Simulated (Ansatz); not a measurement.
C₂H₆Ge⁺, that is GeMe2 with one electron fewer. The state is a doublet with charge 1. Geometry PBE-D4/def2-TZVP; atoms count from 1.

```xyz
9

Ge    0.563    0.834   -0.125
C     1.415   -0.913    0.076
H     1.057   -1.531   -0.766
H     1.044   -1.336    1.025
H     2.507   -0.843    0.073
C    -1.386    0.955   -0.082
H    -1.697    0.587    0.911
H    -1.761    0.269   -0.861
H    -1.741    1.977   -0.250
```

Q: Estimate the Mulliken populations from the PBE0/def2-TZVP orbitals of Ansatz.

A: 
```json
{"atom": "Ge1", "charge (e)": "0.62", "spin (α − β)": "0.69"}
{"atom": "C2", "charge (e)": "-0.44", "spin (α − β)": "0.14"}
{"atom": "H3", "charge (e)": "0.21", "spin (α − β)": "0.01"}
{"atom": "H4", "charge (e)": "0.21", "spin (α − β)": "0.01"}
{"atom": "H5", "charge (e)": "0.22", "spin (α − β)": "0.00"}
{"atom": "C6", "charge (e)": "-0.44", "spin (α − β)": "0.14"}
{"atom": "H7", "charge (e)": "0.21", "spin (α − β)": "0.01"}
{"atom": "H8", "charge (e)": "0.21", "spin (α − β)": "0.01"}
{"atom": "H9", "charge (e)": "0.22", "spin (α − β)": "0.00"}
```
Mulliken values and Mayer orders depend strongly on the basis.

Q: Where does the spin sit?

A: Summed by element: Ge 0.69, C 0.28, H 0.03, of 1 unpaired in all. Largest on single atoms: Ge1 0.69, C2 0.14, C6 0.14.

Q: And the Mayer bond orders between bonded heavy atoms (over 0.3)?

A: Ge1–C2 0.97 (1.95 Å); Ge1–C6 0.97 (1.95 Å).
